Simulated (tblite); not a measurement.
phosphorus atom (P), quartet; tblite 0.6.0 with GFN1-xTB.

tblite was given this input:
```
$ tblite run mol.xyz --method gfn1 --charge 0 --spin 3 --spin-polarized --json tblite.json --no-restart

# file mol.xyz
1

P      0.00000000     0.00000000     0.00000000
```

### Question
Write the output that tblite gives for this input, abridged.

### Answer

```
xTB calculator
 | screened Coulomb repulsion
 | Coulomb electrostatics
 |  * isotropic Klopman-Ohno-Mataga-Nishimoto electrostatics
 |  * onsite third-order electrostatics
 | DFT-D3(BJ) dispersion correction
 | Interactions (1)
 | [1] spin polarization

halogen bonding energy    0.0000000000000E+00 Eh
repulsion energy          0.0000000000000E+00 Eh
dispersion energy         0.0000000000000E+00 Eh
interaction energy        0.0000000000000E+00 Eh
number of electrons       5.0000000000000E+00 e
integral cutoff           2.3778036236194E+01 bohr

------------------------------------------------------------
  cycle        total energy    energy error   density error
------------------------------------------------------------
      1     -2.488483744697  -2.4884837E+00   1.2247449E+00
      2     -2.488483744697   0.0000000E+00   7.3484692E-01
      3     -2.488483744697   0.0000000E+00   4.4086407E-05
      4     -2.488483744697   0.0000000E+00   3.0838902E-13
------------------------------------------------------------

electronic energy        -2.4884837446965E+00 Eh
total energy             -2.4884837446965E+00 Eh

Post processing:
 | Mayer-Wiberg bond orders

[Info] JSON dump of results written to 'tblite.json'
```
